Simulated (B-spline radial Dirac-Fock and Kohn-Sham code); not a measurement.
# Atomic SCF run for Os⁺

ΔSCF core binding energies without Breit or QED terms, calculated with a B-spline atomic structure program. Keys: rel is the Hamiltonian (dirac, or spin-free x2c and nr, where L3 and M5 stand for the whole 2p and 3d shells), method is hf or an exchange,correlation pair (spin-unpolarised, also for the hole states), nuc the nuclear model, radius_factor scales its radius, rmax is the box in bohr, h the logarithmic mesh step, order the B-spline order, points the quadrature points per cell, c_factor scales the speed of light, and damp, ndamp, maxit and tol steer the iteration. The run stops when the commutator error falls below 10·tol·max(1, Z/10), or the numerical noise floor, and the energy has settled to about 1e-8 Ha; the virial ratio is −V/T.

Input (task.json):

```json
{"items": [{"Z": 76, "q": 1, "cfg": [[1, 0, 2], [2, 0, 2], [2, 1, 6], [3, 0, 2], [3, 1, 6], [3, 2, 10], [4, 0, 2], [4, 1, 6], [4, 2, 10], [4, 3, 14], [5, 0, 2], [5, 1, 6], [5, 2, 6], [6, 0, 1]], "A": 192, "rrms": 5.4126, "do": "settings", "holes": ["K", "L3", "M5"],
  "settings": [{"rel": "dirac", "method": "lda,xyz", "nuc": "fermi", "radius_factor": 1.0, "rmax": 45.0, "h": 0.3, "order": 8, "points": 10, "c_factor": 1.0, "maxit": 99, "damp": 0.5, "ndamp": 3, "tol": 1e-08}]}]}
```

Command: `python xray2_run.py task.json out`

The program stops without a result: KeyError: "LibXCFunctional: name 'XYZ' not found.".

Problem. One setting is unsound. Which, and why?

Solution. method names a functional that the program does not serve. With the default settings (Dirac Hartree-Fock): The ground state converged in 10 iterations, with total energy -17270.76437 Ha, virial ratio 1.88167 and highest orbital energy -15.42 eV. ΔSCF binding energies: K (1s) 74268.7 eV, L3 (2p3/2) 10921.8 eV, M5 (3d5/2) 1983.0 eV.
